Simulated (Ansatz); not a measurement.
Basis-set extrapolation for C₂H₅ClO₂Si, SMILES `O=CC(Cl)O[SiH3]` (PBE0-D4/def2-TZVP geometry, frozen core, the Gaussian-basis code of Ansatz). Multiplicity 1, RHF reference.

|  | def2-TZVPP | def2-QZVPP |
| --- | --- | --- |
| HF | -976.941305 | -976.973829 |
| MP2 correlation | -1.095546 | -1.182884 |
| CCSD(T) correlation | -1.188399 | not run |

Energies in hartree. Use E(X) = E(∞) + A·exp(−7.88·√X) for Hartree–Fock and E(X) = E(∞) + B·X^(−2.97) for correlation, with X = 3 and 4, and add CCSD(T) minus MP2 of the smaller set to the MP2 limit.

What is the CCSD(T) energy at the basis-set limit?

HF limit: -976.973829 + (-0.032524) × 0.13774 = -976.97831. MP2 limit: -1.182884 + (-0.087338) × 0.74074 = -1.24758. Higher-order term: -1.188399 − (-1.095546) = -0.09285. Total: -978.31874 hartree, 118.6 kcal/mol below CCSD(T)/def2-TZVPP.
